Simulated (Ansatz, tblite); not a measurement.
Forces on B4P4H14, a cluster cut from wurtzite BP (hydrogen-capped) at its PBE-D4/def2-SVP geometry. The state is a singlet with charge 0.

The xTB rows come from tblite.

GFN1-xTB (tblite), largest force 0.81 eV/Å:

```xyz
22
positions Å, forces eV/Å
B     1.791    0.434    1.128    0.638    0.198    0.355
P     0.633   -1.094    1.571   -0.170   -0.498    0.327
B    -0.865    1.979    0.046   -0.248    0.715   -0.001
P     0.914    1.285   -0.410    0.117    0.167   -0.052
P    -1.910    0.381    0.520   -0.509   -0.302    0.179
B    -0.946   -1.329    0.424   -0.401   -0.563    0.180
B     0.866    0.102   -1.977    0.326    0.091   -0.676
P    -0.243   -1.421   -1.409   -0.281   -0.547   -0.076
H     1.804    1.180    2.098    0.118   -0.289   -0.338
H     2.886   -0.015    0.816   -0.344    0.221    0.211
H     0.157   -1.083    2.918    0.353   -0.115   -0.722
H     1.317   -2.348    1.584   -0.391    0.698    0.135
H    -0.818    2.694    1.038   -0.080   -0.170   -0.420
H    -1.401    2.493   -0.927    0.169   -0.083    0.420
H     1.715    2.410   -0.769   -0.393   -0.553    0.176
H    -2.497    0.444    1.821    0.199   -0.017   -0.787
H    -3.100    0.220   -0.256    0.586    0.126    0.547
H    -1.630   -2.290    0.730    0.184    0.258   -0.083
H     1.980   -0.331   -2.237   -0.417    0.192   -0.025
H     0.296    0.640   -2.917    0.303   -0.223    0.266
H     0.413   -2.685   -1.529   -0.450    0.674   -0.044
H    -1.362   -1.666   -2.262    0.690    0.020    0.426
```

GFN2-xTB (tblite), largest force 0.68 eV/Å:

```
B 0.307 0.050 0.213
P -0.102 -0.081 -0.011
B -0.177 0.332 0.018
P 0.117 0.166 -0.053
P -0.023 -0.126 0.021
B -0.242 -0.339 0.109
B 0.137 -0.009 -0.351
P -0.074 -0.072 0.080
H 0.044 -0.409 -0.541
H -0.582 0.282 0.203
H 0.295 -0.190 -0.564
H -0.360 0.525 0.191
H -0.038 -0.355 -0.577
H 0.299 -0.238 0.561
H -0.328 -0.461 0.147
H 0.071 -0.054 -0.658
H 0.413 0.071 0.516
H 0.377 0.530 -0.169
H -0.617 0.267 0.100
H 0.359 -0.296 0.494
H -0.441 0.492 -0.070
H 0.563 -0.084 0.343
```

PBE0-D4/def2-TZVP (Ansatz), largest force 0.43 eV/Å:

```
B 0.165 0.062 0.080
P -0.064 -0.239 0.172
B -0.049 0.188 -0.004
P 0.061 0.086 -0.028
P -0.258 -0.127 0.089
B -0.081 -0.113 0.036
B 0.089 0.037 -0.168
P -0.128 -0.266 -0.057
H -0.012 -0.260 -0.320
H -0.373 0.138 0.108
H 0.144 0.026 -0.405
H -0.187 0.387 -0.023
H -0.024 -0.250 -0.327
H 0.170 -0.182 0.329
H -0.226 -0.318 0.101
H 0.197 -0.002 -0.383
H 0.371 0.062 0.211
H 0.238 0.334 -0.107
H -0.380 0.133 0.089
H 0.182 -0.191 0.317
H -0.172 0.393 0.041
H 0.336 0.101 0.250
```
